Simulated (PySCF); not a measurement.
B(F)(OH)(SH) (BFH2OS), SMILES OB(F)S. The structure is a stationary point at B3LYP-D3(BJ)/def2-SVP. One conformer was computed; it need not be the lowest.

PySCF 2.14.0 with TDA-LC-ωPBE/def2-SVPD puts the lowest singlet excitations at 6.82, 7.63, 7.82, 8.74, 9.10, 9.23 eV.

### Question
What are the lowest excitation roots from ADC(2)/aug-cc-pVDZ in PySCF? (An estimate is asked for; the answer gives what the named calculation found.)

### Answer
6.59, 7.26, 7.80, 7.92, 8.22, 8.29 eV. S1 differs by -0.23 eV (second minus first; roots are paired by order, and the bases may differ).
